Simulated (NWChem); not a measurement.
**Lowest excitation of CHF**

```
C
F 1 1.3023
H 1 1.1354 2 102.45
```
Charge 0, spin multiplicity 1.

Program: NWChem. All single points use one geometry, from B3LYP/def2-SVP, a minimum by its harmonic frequencies.

Basis set: aug-cc-pVDZ. CR-EOMCCSD(T) is the triples correction to the same EOM-CCSD root.

The correlated methods keep 2 core orbitals frozen. B3LYP has NWChem's definition, with VWN1-RPA local correlation. The structure started from a generated list of species. Coupled-cluster values serve here as a point of comparison, not as the truth.

Task: One of these methods gave a lowest vertical singlet excitation energy of 2.58 eV. Which?
A. TD-PBE
B. TDA-PBE0
C. CIS

Result: C, CIS. The others give 2.17 (TD-PBE), 2.41 (TDA-PBE0).
